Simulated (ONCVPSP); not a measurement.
# Hf: excitation energies, all-electron against ONCV

```json
{
  "Element": "Hf",
  "Generator": "ONCVPSP 4.0.1",
  "Type": "optimised norm-conserving Vanderbilt (ONCV)",
  "Functional": "PBEsol",
  "Relativity": "fully relativistic",
  "Frozen core": "[Kr] 4d10 4f14",
  "Valence charge": "12",
  "Reference configuration": "5s2 5p6 5d1 (charge +3)",
  "Partial waves": "5s: rc 1.65 bohr, ncon 3, nbas 7, qcut 7.3 1/bohr, 2 projectors, debl 1.1 Ha; 5p: rc 1.80 bohr, ncon 4, nbas 7, qcut 6.1 1/bohr, 2 projectors, debl 3.9 Ha; 5d: rc 2.65 bohr, ncon 4, nbas 9, qcut 5.9 1/bohr, 3 projectors, debl 0.8 Ha",
  "Local potential": "polynomial inside 1.20 bohr (lpopt 4, dvloc0 6 Ha)",
  "Core correction": "Teter function, fcfact 3.75, rcfact 1.65"
}
```

Open shells are filled in proportion to 2j + 1.

In the s channel the program set the typed energies aside and used -3.459, 0.250 Ha. In the d channel the program set the typed energies aside and used -0.985, 0.250, 1.050 Ha (j = l + 1/2; the other j can differ).

Energies are relative to the spin-unpolarised reference configuration 5s2 5p6 5d1; without spin polarisation the order of configurations can differ from experiment.

**Question.** Give the all-electron excitation energy and the error of the potential for: 5s2 5p6 5d2 6s2; 5s2 5p6 5d2 6s1; 5s2 5p6 5d2; 5s1 5p6 5d2 6s2.

**Answer.**

| valence configuration | charge | ΔE all-electron (eV) | error AE − PS (meV) |
| --- | --- | --- | --- |
| 5s2 5p6 5d2 6s2 | 0 | -43.941 | -50 |
| 5s2 5p6 5d2 6s1 | +1 | -35.929 | -56 |
| 5s2 5p6 5d2 | +2 | -21.765 | -46 |
| 5s1 5p6 5d2 6s2 | +1 | 29.087 | -255 |
